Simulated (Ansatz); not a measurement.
CH4Cl2OSTi (`C[S][Ti]([OH])([Cl])[Cl]`). The species carries charge 0 and has multiplicity 1. Correlated methods include outer-core shells of Ti, which these sets cover unevenly. Scalar relativity is left out up to krypton.

Cartesian coordinates in Å:
```
C 0.327 -0.071 1.781
S -1.204 0.483 0.968
Ti -0.693 0.036 -1.178
O 0.994 0.487 -1.411
Cl -0.890 -2.124 -1.537
Cl -2.083 1.174 -2.424
H 1.196 0.401 1.326
H 0.256 0.227 2.827
H 0.416 -1.155 1.723
H 1.682 0.540 -2.076
```

(1) Give the diagnostics of a CCSD(T)/def2-TZVPP run (frozen core, Ansatz). (Estimate.)

Answers

(1) The calculation gave: T1 = 0.0249, largest single amplitude 0.063, largest double 0.026, (T) share of the correlation energy 5.4 %, 15 CCSD cycles. The RHF solution is stable towards an unrestricted one. T1 lies over the customary mark of 0.02 for closed shells; compounds of d metals often pass it without a breakdown.
